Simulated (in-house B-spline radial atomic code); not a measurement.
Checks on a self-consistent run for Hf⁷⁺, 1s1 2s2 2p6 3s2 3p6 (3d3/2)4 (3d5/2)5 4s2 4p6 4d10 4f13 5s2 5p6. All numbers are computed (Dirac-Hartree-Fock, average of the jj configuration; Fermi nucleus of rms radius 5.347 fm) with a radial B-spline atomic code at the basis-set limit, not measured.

```json
{"orbital": "1s1/2", "q": "1", "ε (Eh)": "-2466.39956", "<1/r>": "84.0351", "<r²>": "0.000493666", "small-component weight": "0.07373"}
{"orbital": "2s1/2", "q": "2", "ε (Eh)": "-435.20189", "<1/r>": "20.6724", "<r²>": "0.00741486", "small-component weight": "0.017064"}
{"orbital": "2p1/2", "q": "2", "ε (Eh)": "-418.57804", "<1/r>": "20.5779", "<r²>": "0.00527549", "small-component weight": "0.017018"}
{"orbital": "2p3/2", "q": "4", "ε (Eh)": "-372.38775", "<1/r>": "17.4561", "<r²>": "0.00645491", "small-component weight": "0.015467"}
{"orbital": "3s1/2", "q": "2", "ε (Eh)": "-106.08007", "<1/r>": "7.63377", "<r²>": "0.0478296", "small-component weight": "0.00566"}
{"orbital": "3p1/2", "q": "2", "ε (Eh)": "-98.06400", "<1/r>": "7.54714", "<r²>": "0.0436749", "small-component weight": "0.0055913"}
{"orbital": "3p3/2", "q": "4", "ε (Eh)": "-87.71147", "<1/r>": "6.73581", "<r²>": "0.0500816", "small-component weight": "0.0051426"}
{"orbital": "3d3/2", "q": "4", "ε (Eh)": "-73.53103", "<1/r>": "6.62931", "<r²>": "0.0387386", "small-component weight": "0.0050264"}
{"orbital": "3d5/2", "q": "5", "ε (Eh)": "-71.24290", "<1/r>": "6.40597", "<r²>": "0.0411875", "small-component weight": "0.0048597"}
{"orbital": "4s1/2", "q": "2", "ε (Eh)": "-26.15890", "<1/r>": "3.20174", "<r²>": "0.235396", "small-component weight": "0.0018491"}
{"orbital": "4p1/2", "q": "2", "ε (Eh)": "-22.62593", "<1/r>": "3.1004", "<r²>": "0.241219", "small-component weight": "0.001766"}
{"orbital": "4p3/2", "q": "4", "ε (Eh)": "-20.20274", "<1/r>": "2.83279", "<r²>": "0.273445", "small-component weight": "0.0016106"}
{"orbital": "4d3/2", "q": "4", "ε (Eh)": "-14.11973", "<1/r>": "2.62839", "<r²>": "0.295468", "small-component weight": "0.0014268"}
{"orbital": "4d5/2", "q": "6", "ε (Eh)": "-13.62669", "<1/r>": "2.58273", "<r²>": "0.307992", "small-component weight": "0.0014135"}
{"orbital": "4f5/2", "q": "5.5714", "ε (Eh)": "-5.89489", "<1/r>": "2.1798", "<r²>": "0.389711", "small-component weight": "0.0010423"}
{"orbital": "4f7/2", "q": "7.4286", "ε (Eh)": "-5.77344", "<1/r>": "2.14425", "<r²>": "0.402759", "small-component weight": "0.0010152"}
{"orbital": "5s1/2", "q": "2", "ε (Eh)": "-6.87748", "<1/r>": "1.27176", "<r²>": "1.23872", "small-component weight": "0.00043154"}
{"orbital": "5p1/2", "q": "2", "ε (Eh)": "-5.60309", "<1/r>": "1.17847", "<r²>": "1.41655", "small-component weight": "0.00038034"}
{"orbital": "5p3/2", "q": "4", "ε (Eh)": "-5.18505", "<1/r>": "1.09207", "<r²>": "1.59807", "small-component weight": "0.0003412"}
```

Electron-electron repulsion V_ee = 5089.3380 hartree.

Q: What total energy follows from the eigenvalues?

A: The eigenvalues count the repulsion twice, so E = Σqε - V_ee = -7511.035 - 5089.338 = -12600.373 hartree; the run printed -12600.373.

Q: Does the Dirac virial theorem hold?

A: For a point nucleus E = -2c²Σq·w, with w the small-component weight. Here Σq·w = 0.33544 and c = 137.0360, so the ratio E/(-2c²Σq·w) is 1.000164; the finite nucleus accounts for the departure from 1.

Q: What diamagnetic shielding (Lamb formula) and susceptibility (Langevin formula) do the radii give?

A: σ = (α²/3)Σq<1/r> = 439.5/(3·137.036²) = 7801.3 ppm, and χ = -0.79199×10⁻⁶·Σq<r²> = -18.01×10⁻⁶ cm³/mol with Σq<r²> = 22.739 bohr². Both are non-relativistic formulas without the paramagnetism of open shells; for so heavy an element the full relativistic shielding is larger by tens of per cent.
